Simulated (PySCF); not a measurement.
**Core binding energy against partial charge**

Compound: fulvenallene, C₇H₆.
Bonds: C1–C2 (double), C2–C3 (double), C3–C4, C4–C5 (double), C5–C6, C6–C7 (double), C3–C7. Hydrogens: H8, H9 on C1; H10 on C4; H11 on C5; H12 on C6; H13 on C7.

Binding energies: delta-SCF UKS SCAN, pcX-2 on the ionised atom, pcseg-1 elsewhere, spin-free X2C in PySCF. Charges: PBE0/pcSseg-1 ground-state density, for the ionised atom.

```
atom                               environment  C 1s (eV)  Mulliken (e)  IAO (e)  Hirshfeld (e)  ESP (e)
  C4                          alkene CH carbon     289.77        -0.052   -0.177         -0.069   -0.364
  C5                          alkene CH carbon     289.89        -0.093   -0.163         -0.059   -0.113
  C2  central carbon of cumulated double bonds     290.60        +0.087   +0.084         +0.040   +0.119
  C1    outer carbon of cumulated double bonds     290.71        -0.174   -0.350         -0.102   -0.560
  C3    outer carbon of cumulated double bonds     290.87        -0.288   -0.039         -0.023   +0.203
```

Q: How well does each charge scheme correlate with the binding energies over these sites?

A: ESP: r = 0.33, slope 0.5 eV per e; Hirshfeld: r = 0.30, slope 2.8 eV per e; IAO: r = 0.20, slope 0.6 eV per e; Mulliken: r = -0.39, slope -1.4 eV per e. On 5 points no scheme stands out.

Q: The point-charge model writes a binding energy as kq + V + constant, with V the potential of the other atoms' charges at the site. What does it give with the Mulliken charges?

A: V = Σ 14.40 eV Å × q/r over all other atoms: -1.49 eV at C4, -0.35 eV at C5, -2.78 eV at C2, +3.87 eV at C1, +0.98 eV at C3. Fitting binding energy − V to q gives k = 12.2 eV per e and leaves an rms residual of 1.47 eV, against 0.41 eV for the fit on q alone. The model has no term for differences in relaxation between sites.

The unrestricted hole states depart most from a pure doublet (⟨S²⟩ = 0.75; over 0.85 named) for C 1s of C2 (0.95), which makes this value less certain. Geometry: PBE0-D3(BJ)/def2-SVP; no solvent, vibrations or thermal averaging.
